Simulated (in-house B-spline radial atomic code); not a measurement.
## Ionising Cs XXXIX (Cs38+) with different functionals

Computed with an all-electron radial atomic-structure program (B-spline basis): scalar-relativistic (spin-free X2C) Hamiltonian, Fermi nucleus of rms radius 4.8041 fm, spin-polarised at highest spin, spherical fractional occupations for the functionals. The ionisation energy is the difference of two self-consistent energies, [Ne] 3s2 3p5 → [Ne] 3s2 3p4, without Breit or QED terms; ε is the level of the shell that loses the electron (its least bound occupied spin orbital). There is no spin-orbit coupling in this Hamiltonian.

```tsv
method	rung	ΔSCF (eV)	-ε(3p) (eV)
LDA VWN5	LDA	2796.2	2754.7
LDA exchange-only	LDA	2792.9	2751.5
OLYP	GGA	2798.9	2758.1
AM05	GGA	2795.9	2754.6
BLYP	GGA	2796.7	2755.5
SCAN	meta-GGA	2797.4	2757.5
```

(1) How do they compare with the NIST value?

Answers

(1) NIST lists 2767 eV ± 4 (tabulated theory, ground level to ground level). Errors run from +25.9 to +31.9 eV. The correlated functionals all miss on the same side by more than they spread, so the cause is common to them (spin-orbit coupling, Breit-QED terms, multiplet and fine-structure energies, or a listed next ion that isn't the cheapest removal here) and closeness doesn't rank the functionals.
